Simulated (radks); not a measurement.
The numbers below are computed, except where a source is named.
Species: Hf20+. Configuration: [Ar] 3d10 4s2 4p5 4d10 4f6 5f1 (not the ground configuration). Level of theory: Dirac Kohn-Sham, PW91, spin-unpolarised, spherical densities, point nucleus; open shells are shared between the two j in proportion to 2j + 1 (a radial shooting solver on a logarithmic mesh with Libxc functionals). Some entries of the table are withheld. Estimate them.

orbital      occ.  eigenvalue (hartree)  <r> (bohr)
1s1/2           2             -2417.508     0.01898
2s1/2           2             -430.5641     0.07976
2p1/2           2             -412.1678         (1)
2p3/2           4             -368.3397         (2)
3s1/2           2             -114.2563      0.2079
3p1/2           2                   (3)      0.1978
3p3/2           4                   (4)      0.2120
3d3/2           4                   (5)      0.1860
3d5/2           6                   (6)      0.1904
4s1/2           2             -38.54442      0.4541
4p1/2     1.66667                   (7)      0.4570
4p3/2     3.33333                   (8)      0.4844
4d3/2           4             -27.19249      0.4895
4d5/2           6             -26.72724      0.4978
4f5/2     2.57143             -19.70625      0.4972
4f7/2     3.42857             -19.60196      0.5008
5f5/2    0.428571             -10.91101       1.117
5f7/2    0.571429             -10.87830       1.122

Answer. 
(1) 2p1/2 <r> (bohr): 0.06611
(2) 2p3/2 <r> (bohr): 0.07384
(3) 3p1/2 eigenvalue (hartree): -106.1115
(4) 3p3/2 eigenvalue (hartree): -96.69337
(5) 3d3/2 eigenvalue (hartree): -82.91745
(6) 3d5/2 eigenvalue (hartree): -80.86416
(7) 4p1/2 eigenvalue (hartree): -35.15890
(8) 4p3/2 eigenvalue (hartree): -32.79388
